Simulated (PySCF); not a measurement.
C4H9FSi, SMILES [SiH2]1CC(C)(C1)F.

Coordinates come from a PBE0-D3(BJ)/def2-SVP optimisation. This is a generated structure with no PubChem entry under its InChIKey; it may be hypothetical.

These are PBE/def2-TZVP run with PySCF values and carry that method's errors.

Gas-phase values at a fixed geometry.

Computed frontier levels, gap, dipole moment and polarisability:
```json
{
  "highest_occupied_level": "-6.98 eV",
  "lowest_empty_level": "-0.51 eV",
  "orbital_gap": "6.47 eV",
  "dipole_moment": "1.21 D",
  "quadrupole, principal values (traceless, Buckingham form, about the centre of nuclear charge)": "-6.75, 3.36, 3.39 D·Å",
  "mean_static_polarisability": "74.9 bohr³ (11.11 Å³)",
  "polarisability_principal_values": "69.6, 69.7, 85.5 bohr³"
}
```
